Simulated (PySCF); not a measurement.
C3H9NSi2.

```xyz
15

C      2.7356    -0.7607     0.1225
C      1.3763    -0.2212    -0.1450
N      0.3801    -0.9621    -0.5246
C     -0.7891    -0.0263    -0.6161
Si    -2.1326    -0.4949     0.6258
Si     0.4095     1.4066    -0.2024
H      2.7509    -1.8475    -0.0519
H      3.4853    -0.2763    -0.5251
H      3.0382    -0.5564     1.1633
H     -1.2277    -0.0384    -1.6312
H     -1.5672    -0.4394     2.0084
H     -2.6546    -1.8700     0.3682
H     -3.2595     0.4837     0.5240
H      0.7546     2.3428    -1.3183
H      0.2059     2.2224     1.0381
```

Geometry optimised at r2SCAN-D4/def2-SVP. The structure was generated by enumeration; whether it is a known compound was not checked.

The numbers are results of PBE/pcSseg-1 in PySCF, not measurements. Non-relativistic, no solvent.

Computed absolute GIAO shielding of each atom: isotropic value and principal components (ppm):
| atom | σ(iso) | σ11 | σ22 | σ33 | span |
|---|---|---|---|---|---|
| C1 | 150.9 | 132.1 | 138.4 | 182.3 | 50.2 |
| C2 | -15.9 | -117.6 | -44.6 | 114.4 | 232.0 |
| N3 | -237.7 | -670.2 | -136.0 | 93.2 | 763.5 |
| C4 | 139.7 | 95.5 | 141.9 | 181.7 | 86.3 |
| Si5 | 400.5 | 358.0 | 392.1 | 451.4 | 93.4 |
| Si6 | 350.5 | 253.6 | 327.3 | 470.5 | 216.9 |
| H7 | 29.0 | 26.8 | 27.2 | 33.1 | 6.2 |
| H8 | 29.1 | 26.2 | 27.8 | 33.2 | 7.0 |
| H9 | 29.0 | 26.3 | 27.9 | 32.9 | 6.5 |
| H10 | 27.7 | 24.7 | 27.7 | 30.7 | 6.0 |
| H11 | 27.2 | 24.3 | 26.3 | 31.2 | 6.9 |
| H12 | 26.7 | 23.7 | 25.0 | 31.5 | 7.7 |
| H13 | 27.2 | 24.7 | 25.1 | 31.7 | 7.0 |
| H14 | 24.9 | 22.0 | 24.4 | 28.2 | 6.1 |
| H15 | 24.9 | 21.1 | 24.9 | 28.9 | 7.9 |
